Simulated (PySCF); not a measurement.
**Static response to an electric field**

Species: C₆H₃N₃.
Geometry (GFN2-xTB, Å), atoms numbered from 1 in this order:
```
atom  x, y, z in Å
C1    -2.2118   -0.2456    0.0004
N2    -1.0610   -0.6156    0.3421
C3     0.0684    0.2215    0.2473
C4    -0.0580    1.5485   -0.2789
N5    -0.1975    2.6035   -0.7016
C6     1.1978   -0.0529    1.2109
C7     1.4106   -0.5012    0.0055
C8     2.1260   -1.1386   -0.9812
N9     2.7082   -1.6624   -1.8210
H10   -2.4674    0.7409   -0.3924
H11   -3.0120   -0.9622    0.1063
H12    1.4979    0.0635    2.2220
```

Level: wB97X-D/def2-SVPD (PySCF), static field, nuclei fixed, core orbitals frozen in the response. The polarisability tensor in these axes (au):

```
x    96.80 -14.36  -7.82
y   -14.36  81.30   5.12
z    -7.82   5.12  75.23
```

Question: Give the principal values, the mean and the anisotropy Δα = √{½[(α1 − α2)² + (α2 − α3)² + (α1 − α3)²]}.

Answer: Principal values 72.27, 73.03 and 108.03 au; mean 84.44 au = 12.51 Å³ = 13.92 × 10⁻⁴⁰ C²·m²/J; Δα = 35.38 au (42 % of the mean).

Question: What is the dipole moment, and where does it point?

Answer: (-1.84, -0.64, 3.59) D, 4.08 D in size, pointing from the negative to the positive side. Measured along this direction, the outermost atoms are N9 at the negative end and H11 at the positive end.

Question: Find the Langevin capture rate constant for NO+ (29.998 u) meeting this molecule (117.033 u), k = 2.342 × 10⁻⁹ cm³/s × √(α in Å³ / reduced mass in u).

Answer: The reduced mass is 23.88 u, so k = 1.70 × 10⁻⁹ cm³/s. The formula leaves out the permanent dipole, which adds to the capture rate.

Question: Refractivity n − 1 of an ideal gas of it at 500 K and 1 atm, from the electronic α?

Answer: N = p/kT = 1.4678 × 10¹⁹ cm⁻³, so n − 1 = 2π × N × 12.51 × 10⁻²⁴ cm³ = 1154 × 10⁻⁶ at long wavelengths.

Question: In TDDFT the mean static polarisability is Σ f/ω² over all singlet excitations (ω in hartree). How much of it do the 8 lowest give? Their energies (eV) and oscillator strengths: 4.83, 0.0027; 5.01, 0.0096; 5.65, 0.0097; 5.87, 0.1164; 6.27, 0.0096; 6.51, 0.0012; 7.05, 0.3471; 7.21, 0.0449.

Answer: They add up to 9.11 au, 10.8 % of the 84.44 au; the largest single term is 5.17 au, from the state at 7.05 eV. Terms in order: 0.09, 0.28, 0.23, 2.50, 0.18, 0.02, 5.17, 0.64 au. Higher excitations give the rest. The strengths listed sum to 0.541.

The structure is a single GFN2-xTB conformer in the gas phase; no vibrational or solvent corrections.

The run behind these numbers computed excited states as well. Hardware: an x86-64 server with one thread, on a shared host. Cost: 44 s.
